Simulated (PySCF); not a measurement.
hydrogen telluride (H2Te), SMILES [TeH2].

The structure is a stationary point at PBE-D3(BJ)/def2-TZVPD. The def2 effective core potentials stand for the cores of Te; spin–orbit coupling is left out.

Level of theory: ωB97X/def2-TZVPD run with PySCF.

Symmetry labels are those of the subgroup C2v that the program uses (full group C2v).

Computed valence orbital energies around the gap with their symmetry:
```json
[
 {"orbital": "HOMO−7", "symmetry": "A1", "energy (eV)": "-46.78"},
 {"orbital": "HOMO−6", "symmetry": "A2", "energy (eV)": "-46.57"},
 {"orbital": "HOMO−5", "symmetry": "B1", "energy (eV)": "-46.47"},
 {"orbital": "HOMO−4", "symmetry": "A1", "energy (eV)": "-46.45"},
 {"orbital": "HOMO−3", "symmetry": "A1", "energy (eV)": "-20.92"},
 {"orbital": "HOMO−2", "symmetry": "B2", "energy (eV)": "-13.16"},
 {"orbital": "HOMO−1", "symmetry": "A1", "energy (eV)": "-11.72"},
 {"orbital": "HOMO", "symmetry": "B1", "energy (eV)": "-8.76"},
 {"orbital": "LUMO", "symmetry": "B2", "energy (eV)": "1.12"},
 {"orbital": "LUMO+1", "symmetry": "A1", "energy (eV)": "1.37"},
 {"orbital": "LUMO+2", "symmetry": "A1", "energy (eV)": "1.65"},
 {"orbital": "LUMO+3", "symmetry": "B2", "energy (eV)": "1.65"}
]
```
